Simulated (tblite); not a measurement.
A tight-binding relaxation on `C(/C(=C/C=S)F)=C`.

Computed with GFN2-xTB geometry optimisation, gas phase (tblite 0.8.0). Start geometry: from a force field or distance geometry. A driver script takes a list of jobs; this job's settings line and coordinates (Å) are shown.

Input:
```
{"job": {"kind": "relax", "xc": "GFN2-xTB", "basis": "xTB"}, "charge": 0, "multiplicity": 1}
C     -2.459100    -0.158000     0.057200
C     -1.278900    -0.029100    -0.545700
C     -0.012300    -0.020300     0.185700
F     -0.085700    -0.123900     1.519900
C      1.166800     0.103300    -0.409500
C      2.393400     0.111500     0.402700
S      3.942200     0.261700    -0.237200
H     -3.375100    -0.157700    -0.523900
H     -2.561400    -0.253200     1.137000
H     -1.238700     0.056900    -1.614600
H      1.265900     0.198000    -1.493500
H      2.244100     0.010100     1.495900
```

Output:
```
step      E/eV     max force
  0    -575.42343    2.952
  1    -575.54764    1.451
  2    -575.58117    0.453
  3    -575.59109    0.228
  4    -575.59387    0.181
  5    -575.59623    0.141
  6    -575.59769    0.153
  7    -575.59967    0.113
  8    -575.60085    0.084
  9    -575.60152    0.071
... (13 lines left out)
 23    -575.60553    0.039
 24    -575.60564    0.039
 25    -575.60577    0.039
 26    -575.60590    0.036
 27    -575.60598    0.022
 28    -575.60604    0.020
 29    -575.60609    0.020
 30    -575.60612    0.017
 31    -575.60615    0.010
 32    -575.60615    0.004
```

«max force» is the largest atomic force in eV/Å.

Problem. From which step on does the largest force stay under 0.1 eV/Å, and how much energy is left to gain from there?

Solution. From step 8 (0.084 eV/Å), 5.3 meV above the end.

Summary of the converged run: energy lowered by 4.2 kcal/mol over 32 steps; largest atomic force 0.004 eV/Å at the end.

The run took 0.13 s of wall time on one thread, Arm Neoverse V2 (aarch64), shared host with 192 logical CPUs at a one-minute load of 30.
Labels such as C1 count atoms from 1, the log's own numbers from 0.
